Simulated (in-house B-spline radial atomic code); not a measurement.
Cu⁺ is squeezed into an impenetrable sphere of radius R (the orbitals vanish at R). No spin polarisation. Computed with a radial B-spline atomic code at the basis-set limit: non-relativistic B3LYP, spherical fractional occupations, point nucleus.

Energies in eV above the free ion in [Ar] 3d10:

```tsv
R (bohr)	highest level (eV)	[Ar] 3d10	-dE/dV in [Ar] 3d10 (GPa)
7.31	-15.7	0.002032	0.00624
5.99	-15.7	0.0246	0.11
4.63	-15.2	0.3092	2.31
4.17	-14.7	0.7288	6.75
3.55	-13.2	2.353	30.8
2.99	-10.2	7.06	137
2.52	-4.63	18.93	564
2.19	2.98	40.48	1760
1.98	11	68.74	3990
1.35	79.8	463.1	76500
```

The highest level is first positive in the row R = 2.19 bohr, pushed up by confinement above the zero of the free ion's potential. Each configuration is held fixed and needn't be the lowest in the sphere.
